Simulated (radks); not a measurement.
Question: Valence configurations of Mo III (all share [Kr]). Method: Dirac Kohn-Sham, PBEsol, spin-unpolarised, spherical densities, point nucleus; open shells are shared between the two j in proportion to 2j + 1; computed with a radial shooting solver on a logarithmic mesh with Libxc functionals. Order these by energy: 4d3 5p1; 4d2 5s1 5p1; 4d3 5s1; 4d2.5 5s1 5p0.5; 4d2 5s1.5 5p0.5; 4d2 5p2; 4d3.5 5s0.5; 4d4; 4d2 5s2; 4d3.5 5p0.5.

Answer: From the lowest, in eV above it: 4d4 0.000; 4d3.5 5s0.5 1.764; 4d3 5s1 3.869; 4d3.5 5p0.5 4.378; 4d2.5 5s1 5p0.5 9.121; 4d2 5s2 9.193; 4d3 5p1 9.272; 4d2 5s1.5 5p0.5 12.065; 4d2 5s1 5p1 14.947; 4d2 5p2 20.742. NIST lists [Kr] 4d4 as the ground configuration; this level of theory agrees among the configurations tried. The energies are those of spherical spin-averaged densities, not of single terms.
